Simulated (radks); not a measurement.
Results of a calculation; reference values are marked as such.
Species: Sb I. Configuration: [Kr] 4d10 5s2 5p3.

Code: a radial shooting solver on a logarithmic mesh with Libxc functionals. Model: non-relativistic Kohn-Sham, LDA (Slater exchange, Perdew-Wang correlation), spin-polarised, spherical densities, point nucleus; open shells are filled with parallel spins first (spin-orbit coupling, left out, can overturn this in heavy ions); relativity is left out, which matters for an element this heavy.

Energy parts (hartree):
part                        energy
total                  -6310.39782
kinetic                 6306.90952
electron-nucleus      -15001.82885
Hartree                 2545.15065
exchange-correlation    -160.62913

Orbitals (lengths in bohr, moments of r in powers of bohr; <r^-3> diverges for s and p1/2):
orbital,occ.,eigenvalue (hartree),<1/r>,<r^-3>
1s up,1,-1070.815,50.43,-
1s down,1,-1070.813,50.43,-
2s up,1,-159.1630,11.54,-
2s down,1,-159.1618,11.54,-
2p up,3,-149.2059,11.56,4320
2p down,3,-149.2040,11.56,4320
3s up,1,-31.09009,4.174,-
3s down,1,-31.08787,4.174,-
3p up,3,-26.94812,4.101,793.6
3p down,3,-26.94571,4.101,793.6
3d up,5,-19.23172,3.966,127.5
3d down,5,-19.22951,3.966,127.5
4s up,1,-5.04324,1.679,-
4s down,1,-5.03826,1.680,-
4p up,3,-3.64056,1.572,148.0
4p down,3,-3.63487,1.573,148.1
4d up,5,-1.29376,1.300,16.90
4d down,5,-1.28323,1.305,17.04
5s up,1,-0.46486,0.5576,-
5s down,1,-0.40637,0.5616,-
5p up,3,-0.20501,0.4438,11.03
5p down,0,-0.14764,0.4327,10.59

The highest occupied level is 5p up at -5.579 eV. The spin density at the nucleus is -0.6765 e/bohr^3 (1s -0.0885, 2s 0.0182, 3s -0.0060, 4s -0.0412, 5s -0.5591). The density falls to 0.001 e/bohr^3 at r = 4.70 bohr.
